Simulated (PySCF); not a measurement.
**Correlation energy of Ne (neon, neutral)**

[Ne], closed-shell 1S. Calculation: PySCF 2.14, in 6-31G* (3s2p1d, 14 functions); the non-relativistic Hamiltonian (point nucleus). Frozen: 1s2; 8 electrons correlated.

MP2 pair energies summed by pair of shells (mhartree):

```
 pair   energy  share (%)
2p-2p  -112.56       74.9
2s-2p   -32.87       21.9
2s-2s    -4.83        3.2
```

Total MP2 correlation energy: -150.26 mhartree.

Same-spin part -41.95 and opposite-spin part -108.31 mhartree; SCS-MP2 scales them by 1/3 and 6/5 to -143.96 mhartree.

```tsv
level	correlation energy (mhartree)
CCSD	-152.23
(T)	-1.82
CCSD(T)	-154.05
```

Diagnostics: T1 = 0.0050, D1 = 0.0081, largest double amplitude 0.042.

Cost of the coupled-cluster step: 0.05 s of wall time on 1 thread of Neoverse-V1 (shared host), for 8 correlated electrons.
